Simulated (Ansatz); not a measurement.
Pulling the pair apart

The pair of K⁺ (SMILES [K+], atom 1) and AsH3 (SMILES [AsH3], atoms 2–5), both closed shells, in one local arrangement (a lower one may exist), relaxed at PBE0-D4/def2-TZVP:

```csv
atom,x (Å),y (Å),z (Å)
K1,0.0683,0.0323,-3.2109
As2,-0.0044,-0.0025,0.2183
H3,1.2165,-0.3814,1.0207
H4,-0.3187,1.2479,1.0031
H5,-0.9616,-0.8963,0.9688
```

AsH3 is shifted rigidly along the line between the mean atom positions of the two fragments (negative: closer). Counterpoise interaction energies in kcal/mol. Computed with Ansatz 0.2.0 (basis: def2-TZVPPD); correlated methods freeze the cores. Filled d shells of the heavier atoms are correlated. The outer core shell of Li, Na, Mg and K is correlated. The def2 sets are not built for correlating such inner shells, so the correlated values are less sure here.

```tsv
shift (Å)	r2SCAN-D4	MP2	HF
-0.34	-7.94	-7.52	-5.43
-0.17	-9.61	-9.35	-8.01
0.00	-10.07	-9.89	-9.08
0.17	-9.88	-9.72	-9.28
0.41	-9.14	-8.88	-8.77
0.86	-7.26	-6.88	-7.05
1.72	-4.25	-3.97	-4.19
3.43	-1.73	-1.62	-1.74
```

(1) What does CCSD(T) give at these shifts? (An estimate is asked for; the value comes from the calculation.)

T1 diagnostic: at most 0.010.

Results:

(1) Computed: -7.11, -9.02, -9.63, -9.50, -8.71, -6.76, -3.90, -1.59 kcal/mol. For zero shift, CCSD(T) at an estimated basis limit (MP2 extrapolated from triple and quadruple zeta, plus CCSD(T) − MP2 in triple zeta) gives -10.28 kcal/mol. These are counterpoise interaction energies, counted from the two frozen fragments.

For scale, one of the runs: CCSD(T)/def2-TZVPPD, 141 basis functions, launched by `ansatz run in.yaml --threads 2 --pin off --events-out ev --progress --plain --max-ram 5222MiB`. Hardware: 2 CPU threads of an Arm Neoverse N1, shared host. Wall time 30 s; peak host memory 0.8 GiB.
